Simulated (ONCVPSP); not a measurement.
## Os: one change to an ONCV potential, before and after

ONCVPSP 4.0.1 input, shortened (lines: element, Z, core and valence counts, functional; n l f; lmax; l rc ep ncon nbas qcut; lloc lpopt rc5 dvloc0; l nproj debl; icmod fcfact rcfact), LDA (Perdew-Zunger), fully relativistic:

```
  Os 76.00   10    3        3      upf
    1    0    2.00
    2    0    2.00
    2    1    6.00
    3    0    2.00
    3    1    6.00
    3    2   10.00
    4    0    2.00
    4    1    6.00
    4    2   10.00
    4    3   14.00
    5    0    2.00
    5    1    6.00
    5    2    5.00
    2
    0    1.15    0.00    4    8    6.90
    1    1.45    0.00    5    9    7.60
    2    2.40    0.00    3    8    7.30
    4    5    1.10    6.00
    0    3    1.00
    1    2    3.40
    2    1    1.60
    0    0.00    0.00
```

Open shells are filled in proportion to 2j + 1.

In the s channel the program set the typed energies aside and used -4.496, 0.250, 1.250 Ha.

All-electron outer shells of the reference configuration (LDA (Perdew-Zunger), scalar-relativistic, ld1.x):

| shell | level (eV) | outermost node (bohr) | outermost maximum (bohr) |
| --- | --- | --- | --- |
| 4f | -83.30 | – | 0.40 |
| 5p | -81.58 | 0.55 | 1.03 |
| 5d | -35.30 | 0.60 | 1.33 |

Change: s: qcut 5; p: qcut 5.6; d: qcut 5.3.

Cutoffs: the cutoffs (Ha) at which the residual kinetic energy of the hardest occupied pseudo-wave falls to 1 and 0.1 mHa per electron; they do not see the model core or the augmentation charge, which bear on the density cutoff. Errors are all-electron minus pseudo energies relative to the spin-unpolarised reference configuration.

Q: What does the change do?

A: The potential gets harder (102 Ha and 134 Ha → 133 Ha and 175 Ha); a bound ghost appears in s, which as a rule spoils a file; of the 4 tests that both files solve, the error grows in 3 and shrinks in 1 by more than 15 % and 0.3 meV (median size 2.7 → 14.1 meV); the range in which the d5/2 phases agree narrows (upper end 4.3 → -0.2); the range in which the d3/2 phases agree narrows (upper end 4.6 → -0.2).

| quantity | base | changed |
| --- | --- | --- |
| cutoff, loose | 102 Ha | 133 Ha |
| cutoff, tight | 134 Ha | 175 Ha |
| loose cutoff by channel | s 102 Ha, p 28 Ha, d 16 Ha | s 133 Ha, p 104 Ha, d 12 Ha |
| bound ghosts | none | s |
| GHOST(+) flags under 300 eV | none | none |
| error for 5s2 5p6 5d6 6s2, meV [ΔE -56.30 eV] | +1.8 | -18 |
| error for 5s2 5p6 5d6 6s1, meV [ΔE -46.43 eV] | +2.4 | +0.3 |
| error for 5s2 5p6 5d6, meV [ΔE -29.15 eV] | +4.7 | +23 |
| error for 5s2 5p6 5d6 6p1, meV [ΔE -40.26 eV] | +3.1 | +11 |
| s: phases at 1.16 bohr within 0.05 rad from the reference energy up to (Ha; the scan ends near 5) | to the end of the scan | to the end of the scan |
| p3/2: phases at 1.47 bohr within 0.05 rad from the reference energy up to (Ha; the scan ends near 5) | to the end of the scan | to the end of the scan |
| p1/2: phases at 1.47 bohr within 0.05 rad from the reference energy up to (Ha; the scan ends near 5) | to the end of the scan | to the end of the scan |
| d5/2: phases at 2.43 bohr within 0.05 rad from the reference energy up to (Ha; the scan ends near 5) | 4.3 | -0.2 |
| d3/2: phases at 2.43 bohr within 0.05 rad from the reference energy up to (Ha; the scan ends near 5) | 4.6 | -0.2 |

 A true bound ghost makes a file unfit for plane-wave use even where its test errors are small: the radial tests pick states by their node count and pass the ghost by.
